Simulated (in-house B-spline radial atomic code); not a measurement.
**Excitations of the lithium ion Li⁺ by several methods**

Full response, energies in eV; labels give the largest channel, * marks a mixed state, a dash one above the method's threshold, and an imaginary frequency an unstable closed-shell reference. Computed with an all-electron radial atomic-structure program (B-spline basis): linear response of the closed shell 1s2 with each method's own kernel (bare exchange for TDHF, static screening on G0W0 levels for BSE, the adiabatic kernel for functionals); scalar-relativistic (spin-free one-electron X2C), finite nucleus, no spin-orbit coupling, no double excitations, S, P, D and F terms only.

| method | 1s → 2s 3S | 1s → 2s 1S | 1s → 2p 3P | α (bohr³) |
| --- | --- | --- | --- | --- |
| TDHF | ? | ? | ? | ? |
| BSE on G0W0@HF | ? | ? | ? | ? |
| LDA VWN5 | 52.60 | 53.69 | 54.70 | 0.2149 |
| PBE | 52.95 | 54.31 | 55.10 | 0.2079 |
| PBE0 | 54.77 | 56.40 | 57.02 | 0.2024 |
| B3LYP (VWN-RPA) | 54.28 | 55.96 | 56.52 | 0.2033 |
| CAM-B3LYP | 53.73 | 55.41 | 56.04 | 0.2045 |
| LC-wPBE | 52.53 | 53.96 | 54.79 | 0.2085 |
| wB97X | 53.60 | 55.33 | 56.02 | 0.2018 |
| HSE06 | 54.90 | 56.58 | 57.16 | 0.2023 |
| BHandHLYP | 56.04 | 58.22 | 58.40 | 0.1973 |
| BLYP | 52.70 | 54.20 | 54.85 | 0.2073 |
| PBEsol | 52.54 | 53.83 | 54.67 | 0.211 |
| BP86 | 53.25 | 54.33 | 55.33 | 0.2064 |
| LDA exchange-only | 50.87 | 52.15 | 52.98 | 0.2196 |
| B97-1 | 54.52 | 56.37 | 56.91 | 0.2018 |
| RPBE | 52.96 | 54.35 | 55.13 | 0.207 |
| OLYP | 52.30 | 53.89 | 54.58 | 0.2072 |

(1) What does TDHF give?

(2) What does BSE on G0W0@HF give?

(3) How do the methods fare for 1s → 2s 3S against experiment?

(4) How do the methods fare for 1s → 2p 3P against experiment?

Results:

(1) 1s → 2s 3S: 58.85; 1s → 2s 1S: 61.42; 1s → 2p 3P: 61.41; α: 0.1894 (eV, bohr³).

(2) 1s → 2s 3S: 59.00; 1s → 2s 1S: 61.29; 1s → 2p 3P: 61.32; α: 0.1872 (eV, bohr³).

(3) The measured term average is 59.021 eV (NIST). Among the methods with a real root, errors run from -8.15 eV (LDA exchange-only) to -0.02 eV (BSE on G0W0@HF); BSE on G0W0@HF is closest (-0.02 eV).

(4) The measured term average is 61.281 eV (NIST). Among the methods with a real root, errors run from -8.30 eV (LDA exchange-only) to +0.13 eV (TDHF); BSE on G0W0@HF is closest (+0.04 eV).
